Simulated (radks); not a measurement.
Excited configurations of Pr8+: one electron is placed in a higher orbital outside [Kr] 4d10 4f2 5s2. The ground configuration is [Kr] 4d10 4f1 5s2 5p2. Method: scalar-relativistic Kohn-Sham, PBE, spin-polarised, spherical densities, finite nucleus; open shells are filled with parallel spins first (spin-orbit coupling, left out, can overturn this in heavy ions); Fermi nuclear charge, rms radius 4.8919 fm; computed with a radial shooting solver on a logarithmic mesh with Libxc functionals. Excitation = E - E(ground); binding = E(ion) - E, where the ion is the core of charge +9; n* = 9/sqrt(2 binding) in atomic units. These energies are relativistic, and a one-electron ion of charge +9 with no core already has n* below n in this formula (scalar-relativistic equation, point nucleus: 5p 4.999, 5d 4.999, 5f 5.000, 6s 5.998, 6p 5.999, 6d 5.999, 6f 6.000, 7s 6.998, 7p 6.999, 7d 6.999, 7f 7.000).

outer orbital  excitation (eV)  binding (eV)     n*  <r> (bohr)
5p                       6.182        123.46  2.988       1.488
5d                      36.777        92.867  3.445       1.754
5f                      67.115        62.528  4.198       2.290
6s                      53.422        76.221  3.802       2.478
6p                      62.080        67.564  4.039       2.700
6d                      74.737        54.906  4.480       3.125
6f                      88.422        41.221  5.171       3.866
7s                      81.628        48.016  4.791       3.913
7p                      86.074        43.570  5.029       4.211
7d                      92.874        36.769  5.475       4.785
7f                      100.49        29.155  6.148       5.739

The Delta-SCF ionisation energy is 129.64 eV (NIST Atomic Spectra Database: 131 eV, theoretical). Self-interaction in the functional shifts the binding energies and quantum defects, so they are the method's values and not measured ones. Open shells are spherical and high-spin; term and fine-structure splittings are not resolved. Spin-orbit splitting is averaged out at the scalar-relativistic level.
